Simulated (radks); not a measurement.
Results of a calculation; reference values are marked as such.
Species: Nd40+. Configuration: [Ar] 3d2. Code: a radial shooting solver on a logarithmic mesh with Libxc functionals. Model: scalar-relativistic Kohn-Sham, LDA (Slater exchange, Perdew-Wang correlation), spin-polarised, spherical densities, finite nucleus; open shells are filled with parallel spins first (spin-orbit coupling, left out, can overturn this in heavy ions); Fermi nuclear charge, rms radius 4.9123 fm.

Unscreened Slater integrals over Kohn-Sham orbitals (eV). They are taken over the spin-up orbitals. Empty in this configuration: 4s.

| integral | value |
|---|---|
| F0(3d,3d) | 114.16 |
| F2(3d,3d) | 58.976 |
| F4(3d,3d) | 38.142 |
| F0(3d,3p) | 105.63 |
| F2(3d,3p) | 50.763 |
| G1(3d,3p) | 53.907 |
| G3(3d,3p) | 36.160 |
| F0(3d,3s) | 104.09 |
| G2(3d,3s) | 40.796 |
| F0(3d,2p) | 144.62 |
| F2(3d,2p) | 43.733 |
| G1(3d,2p) | 40.899 |
| G3(3d,2p) | 23.583 |
| F0(3d,4s) | 64.172 |
| G2(3d,4s) | 6.1122 |
| F0(3p,3p) | 100.67 |
| F2(3p,3p) | 50.536 |
| F0(3p,3s) | 99.263 |
| G1(3p,3s) | 64.391 |
| F0(3p,2p) | 133.47 |
| F2(3p,2p) | 33.664 |
| G0(3p,2p) | 13.409 |
| G2(3p,2p) | 14.765 |
| F0(3p,4s) | 62.823 |
| G1(3p,4s) | 6.6003 |
| F0(3s,3s) | 98.164 |
| F0(3s,2p) | 128.73 |
| G1(3s,2p) | 13.136 |
| F0(3s,4s) | 62.489 |
| G0(3s,4s) | 5.0327 |
| F0(2p,2p) | 281.50 |
| F2(2p,2p) | 133.50 |
| F0(2p,4s) | 72.157 |
| G1(2p,4s) | 4.0161 |
| F0(4s,4s) | 51.145 |

Derived for the open shells (J is the average intra-shell exchange parameter used in DFT+U). 3d: Racah B = F2/49 - 5 F4/441 = 0.7711 eV, C = 35 F4/441 = 3.027 eV, C/B = 3.93, F4/F2 = 0.647, J = (F2 + F4)/14 = 6.937 eV.
